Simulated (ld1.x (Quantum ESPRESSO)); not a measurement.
Which change was made? (S, ultrasoft)

S (Z = 16), ultrasoft, made with ld1.x (Quantum ESPRESSO) 7.5 (PBE, scalar-relativistic). Core [Ne], reference 3s2 3p4. Waves: 3s (bound): rcut 1.15, rcutus 1.35 bohr; 3s channel at 2.45 Ry: rcut 1.15, rcutus 1.35 bohr; 3p (bound): rcut 1.15, rcutus 1.35 bohr; 3p channel at 3.75 Ry: rcut 1.15, rcutus 1.35 bohr. Local part: all-electron potential smoothed inside 1.05 bohr (lloc = -2). Core correction: none. Augmentation charge: built from norm-conserving waves at rcut, not smoothed further.

Cutoffs, loose and tight: the cutoffs (Ry, on a coarse ladder) from which the occupation-weighted sum of valence levels, in a spherical-Bessel basis at the reference potential, stays within 10 and 1 mRy of its value at 400 Ry. They do not see the model core or the augmentation charge, which bear on the density cutoff. Test errors are all-electron minus pseudo excitation energies from the reference, over the configurations 3s2 3p3; 3s2 3p2; 3s2 3p1; 3s2 3p0; 3s0 3p6; 3s2 3p4.3; 3s2 3p3.5; variants that change the core or the reference have their own tests.

The base gives: outcome: generated; cutoff, loose: 18 Ry; cutoff, tight: 40 Ry; bound ghosts: none; largest test error (meV): +102.

(1) After one change the result is: outcome: generated; cutoff, loose: 30 Ry; cutoff, tight: 80 Ry; bound ghosts: p; largest test error (meV): +117. Which change was it?
A. waves 3p (bound): rcut 1.15, rcutus 1.22 bohr; 3p channel at 3.75 Ry: rcut 1.15, rcutus 1.22 bohr
B. waves 3p (bound): rcut 1.00, rcutus 1.06 bohr; 3p channel at 3.75 Ry: rcut 1.00, rcutus 1.06 bohr
C. waves 3p (bound): rcut 1.15, rcutus 1.82 bohr; 3p channel at 3.75 Ry: rcut 1.15, rcutus 1.82 bohr

Results:

(1) B. The others give: waves 3p (bound): rcut 1.15, rcutus 1.82 bohr; 3p channel at 3.75 Ry: rcut 1.15, rcutus 1.82 bohr → outcome: generated; cutoff, loose: 21 Ry; cutoff, tight: 35 Ry; bound ghosts: none; largest test error (meV): +102 | waves 3p (bound): rcut 1.15, rcutus 1.22 bohr; 3p channel at 3.75 Ry: rcut 1.15, rcutus 1.22 bohr → outcome: generated; cutoff, loose: 30 Ry; cutoff, tight: 45 Ry; bound ghosts: none; largest test error (meV): +102.
